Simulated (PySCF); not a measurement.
Adding and removing an electron: KBi

ROHF-SCS-MP2; basis K def2-SVPD, Bi def2-SVPD with ECP60; scalar-relativistic core potentials; PySCF 2.14. Neutral (ROHF): triplet (π ↑↑), Re = 3.460 Å, ωe = 130 cm⁻¹, De = 0.68 eV.

KBi⁺ (UHF): quartet (σ ↑, π ↑↑), Re = 4.007 Å, ωe = 54.5 cm⁻¹. The energies at the minima are -812.79695 hartree for KBi and -812.62798 for KBi⁺.

**Question.** Work out the adiabatic ionisation energy, without and with harmonic zero-point energies (1 hartree = 27.2114 eV, 1 eV = 8065.5 cm⁻¹), and the change of the bond length.

**Answer.** At SCS-MP2: 0.16897 hartree = 4.598 eV between the minima; the zero-point term (54.5 − 130.0)/2 cm⁻¹ = -0.005 eV makes it 4.593 eV. Re changes by +54.7 pm against the neutral. The electron leaves a σ orbital, and the ion is left as a loose complex of an ion and an atom.

Correlated steps freeze 9 core orbitals. UHF and ROHF references stand side by side, which adds small steps between rows. Correlated levels converge slowly with the basis: in double zeta they bind strong bonds too weakly, by up to about 1 eV, and carry superposition errors of some tenths. These are scalar-relativistic numbers at best; spin–orbit coupling would shift them, the dissociation energy most. States were picked by a PBE0 search and need not be the measured ground states.

Neutral and ion stand on different kinds of reference determinant, which adds to the error of the difference.
